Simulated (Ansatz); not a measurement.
Consider the cleavage of the Si–B bond: `B[SiH](F)C=C` + `O[SiH3]` → `C=C[SiH](F)O[SiH3]` + BH₃.

Program: Ansatz. Geometries: PBE0-D4/def2-TZVP. ΔE: electronic, gas phase. CCSD(T)/CBS is the MP2 limit (def2-TZVPP, def2-QZVPP) plus CCSD(T) − MP2 in def2-TZVPP, frozen cores. This one scheme is used for every species. DFT in def2-TZVPP. B3LYP here is the variant with VWN-RPA as its local correlation; programs differ in this. Each species was taken in one conformer, which may not be the lowest.

| level | ΔE (kcal/mol) | difference from CCSD(T)/CBS |
| --- | --- | --- |
| PBE-D4 | -30.9 | 6.6 |
| r2SCAN-D4 | -35.6 | 1.9 |
| PBE0-D4 | -33.6 | 3.9 |
| B2PLYP | -37.7 | -0.2 |
| PBE | -30.0 | 7.5 |
| PBE0 | -32.8 | 4.7 |
| B3LYP | -36.0 | 1.5 |
| HF/def2-TZVPP | -42.7 | -5.2 |
| MP2/def2-TZVPP | -39.3 | -1.8 |
| SCS-MP2/def2-TZVPP | -39.7 | -2.2 |
| CCSD/def2-TZVPP | -38.1 | -0.6 |
| CCSD(T)/def2-TZVPP | -37.6 | -0.1 |
| HF/def2-QZVPP | -43.3 | -5.8 |
| MP2/def2-QZVPP | -39.4 | -1.9 |
| SCS-MP2/def2-QZVPP | -39.8 | -2.3 |
| CCSD/CBS(def2) | -38.1 | -0.6 |
| CCSD(T)/CBS | -37.5 | 0 |

Largest T1 diagnostic among the species: 0.012.

The D4 term adds −1.4 kcal/mol with B3LYP and −0.9 kcal/mol with PBE0; it sums over pairs of atoms, weighted by their polarisabilities, and B3LYP, whose exchange is more repulsive, gets the larger term. In def2-TZVPP, CCSD(T) changes the Hartree–Fock value by +5.1 kcal/mol (the triples alone add +0.6 kcal/mol) and MP2 by +3.4 kcal/mol. From PBE to PBE0 (25 % exact exchange), in def2-TZVPP and without D4, ΔE moves by −2.8 kcal/mol.
